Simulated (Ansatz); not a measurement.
A trace of molecular dynamics of CH8FNOSi2 (14 atoms, charge 0, multiplicity 1).

Level of theory: Ansatz 0.2.0, RKS r2SCAN-D4/STO-3G.

```yaml
ensemble: NVE (velocity Verlet)
starting_velocities_drawn_for: 400 K
seed: 621248
```

```csv
time (fs),T (K),potential energy less start (eV),conserved less start (meV/atom)
0.0,400,0.000,0.00
6.0,418,0.787,58.24
12.0,2942,2.612,468.28
18.0,12672,7.743,1912.66
24.0,12264,8.653,1932.50
30.0,12367,8.620,1941.63
36.0,12490,9.509,2018.68
42.0,12691,10.694,2125.64
48.0,13445,9.470,2121.71
54.0,337997,13.338,38356.51
60.0,332755,22.642,38440.25
66.0,331603,24.258,38428.15
72.0,330278,26.737,38458.44
78.0,330322,27.377,38508.98
84.0,339493,31.285,39804.16
90.0,375045,32.850,43854.95
96.0,375358,32.319,43851.71
102.0,375793,31.630,43850.68
108.0,376102,31.259,43858.41
114.0,377128,33.052,44100.19
120.0,380599,34.258,44570.83
```

Is this trajectory sound?

The conserved energy changed by up to 45000 meV per atom, so the integration failed: the time step of 3 fs is too long for the fastest motions that this run met, and the later frames carry no physical meaning.

Run time: 7.2 min on 1 thread of Arm Neoverse V2, on a shared host, peak memory 0.12 GiB.
